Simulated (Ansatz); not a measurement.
N-butyl-N-methylpyrrolidinium cyclic bis(sulfonyl)imide (C12H20F6N2O4S2). Total charge 0; singlet. Geometry PBE-D4/def2-SVP.

```
atom   x (Å)   y (Å)   z (Å)
  C1  -0.617   1.843   3.775
  C2  -1.135   1.717   2.343
  C3  -1.091   0.266   1.837
  C4  -1.345   0.206   0.338
  N5  -1.595  -1.193  -0.227
  C6  -0.603  -2.187   0.307
  C7  -1.522  -1.134  -1.770
  C8  -2.820  -1.759  -2.268
  C9  -3.824  -1.375  -1.176
 C10  -3.023  -1.642   0.091
 H11  -1.183   1.198   4.480
 H12  -0.696   2.887   4.139
 H13   0.451   1.549   3.818
 H14  -2.175   2.104   2.262
 H15  -0.504   2.339   1.675
 H16  -1.832  -0.345   2.402
 H17  -0.087  -0.152   2.056
 H18  -0.477   0.618  -0.212
 H19  -2.237   0.800   0.049
 H20   0.421  -1.785   0.171
 H21  -0.728  -3.131  -0.252
 H22  -0.806  -2.353   1.380
 H23  -1.433  -0.068  -2.048
 H24  -0.585  -1.624  -2.098
 H25  -2.731  -2.863  -2.341
 H26  -3.088  -1.381  -3.273
 H27  -4.100  -0.302  -1.252
 H28  -4.762  -1.963  -1.197
 H29  -2.984  -2.727   0.307
 H30  -3.369  -1.118   1.000
 O31   1.677  -1.589  -2.238
 S32   1.857  -0.205  -1.730
 O33   0.961   0.861  -2.250
 N34   1.970  -0.316  -0.101
 S35   2.281   1.055   0.758
 O36   2.414   0.660   2.176
 O37   1.452   2.231   0.394
 C38   4.024   1.477   0.134
 F39   4.398   2.661   0.662
 F40   4.869   0.513   0.555
 C41   4.099   1.581  -1.421
 F42   3.369   2.644  -1.823
 F43   5.403   1.796  -1.756
 C44   3.617   0.322  -2.206
 F45   3.648   0.597  -3.526
 F46   4.443  -0.711  -1.944
```

B3LYP takes the VWN-RPA correlation. Single mean-field runs in def2-TZVP are fitted with def2-universal-jkfit.

Problem. Estimate the orbital energies around the gap (eV) in Ansatz with HF/6-31G, PBE-D4/def2-TZVP, r2SCAN-D4/def2-TZVP, B97M-V/def2-TZVP, B3LYP-D4/6-31G.

Solution. 
| orbital | HF/6-31G | PBE-D4/def2-TZVP | r2SCAN-D4/def2-TZVP | B97M-V/def2-TZVP | B3LYP-D4/6-31G |
| --- | --- | --- | --- | --- | --- |
| HOMO−9 | -13.72 | -8.21 | -8.58 | -8.68 | -9.26 |
| HOMO−8 | -13.52 | -7.99 | -8.35 | -8.46 | -9.04 |
| HOMO−7 | -13.36 | -7.71 | -8.11 | -8.19 | -8.84 |
| HOMO−6 | -13.21 | -7.62 | -8.02 | -8.10 | -8.75 |
| HOMO−5 | -13.12 | -7.50 | -7.90 | -7.98 | -8.66 |
| HOMO−4 | -12.98 | -7.33 | -7.72 | -7.79 | -8.52 |
| HOMO−3 | -12.66 | -7.01 | -7.39 | -7.46 | -8.28 |
| HOMO−2 | -12.56 | -6.73 | -7.07 | -7.17 | -8.04 |
| HOMO−1 | -12.39 | -6.68 | -7.04 | -7.13 | -7.97 |
| HOMO | -12.13 | -6.23 | -6.60 | -6.69 | -7.68 |
| LUMO | 3.50 | -0.97 | -0.63 | -0.89 | -0.62 |
| LUMO+1 | 3.58 | -0.84 | -0.37 | -0.51 | -0.20 |
| LUMO+2 | 4.16 | -0.48 | -0.02 | -0.32 | 0.20 |
| LUMO+3 | 4.34 | -0.29 | 0.10 | -0.14 | 0.52 |
| LUMO+4 | 4.81 | -0.17 | 0.17 | 0.10 | 0.59 |
| LUMO+5 | 5.02 | -0.08 | 0.35 | 0.25 | 1.06 |
